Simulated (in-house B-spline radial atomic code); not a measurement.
**OLYP excitations of Ca**

Method: OLYP. Computed with an all-electron radial atomic-structure program (B-spline basis): linear response of the closed shell [Ar] 4s2 with the functional's adiabatic kernel; non-relativistic, point nucleus, no spin-orbit coupling, no double excitations, S, P, D and F terms only; shells from n = 2 respond.

Command:
```bash
python run_td.py task.json out
```
Settings (radii: box in bohr, nucleus in fm):
```
Z                        20
electrons                20
configuration            [Ar] 4s2
hamiltonian              nr
method                   optx,lyp
box_radius               75
intervals                58
```

Run time, properties included: 0.3 s on 1 thread of Intel(R) Xeon(R) 6975P-C (Granite Rapids), on a shared host.

The lowest states, in the order of their Tamm-Dancoff energies; the method's threshold (minus the highest occupied level) is 3.502 eV. Labels give the largest channel, * marks a mixed state, and oscillator strengths are full-response dipole values. Measured ¹D terms are left out, since they can mix with doubly excited terms. Semilocal kernels can invert the small singlet-triplet splittings of Rydberg terms. Energies in eV:

| state | full response | Tamm-Dancoff | oscillator strength | measured (J-weighted term) |
| --- | --- | --- | --- | --- |
| 4s → 3d 3D | ? | ? | - | ? |
| 4s → 3d 1D | 1.503 | 1.509 | - | - |
| 4s → 4p 3P | ? | ? | - | ? |
| 4s → 4p 1P | 2.799 | 2.932 | 1.69 | 2.933 |
| 4s → 5s 3S | 3.217 | 3.226 | - | 3.910 |
| 4s → 5s 1S | 3.308 | 3.320 | - | 4.131 |

Where does 4s → 4p 3P lie?

At 1.348 eV in full response, 1.585 eV in Tamm-Dancoff; measured 1.892 eV.

Where does 4s → 3d 3D lie?

At 0.852 eV in full response, 1.046 eV in Tamm-Dancoff; measured 2.524 eV.

How large is the singlet-triplet splitting of 4s → 3d (D terms) in Tamm-Dancoff?

0.463 eV, from the unrounded values.

What polarisabilities and dispersion coefficient does the method give?

Dipole 176.1 bohr³, quadrupole 4458 bohr⁵, C6 2541 hartree·bohr⁶ for two such species. Recommended dipole value: 160.8 ± 4 bohr³ (Schwerdtfeger and Nagle, table of static dipole polarizabilities (2023 update)), which includes relativity and correlation.
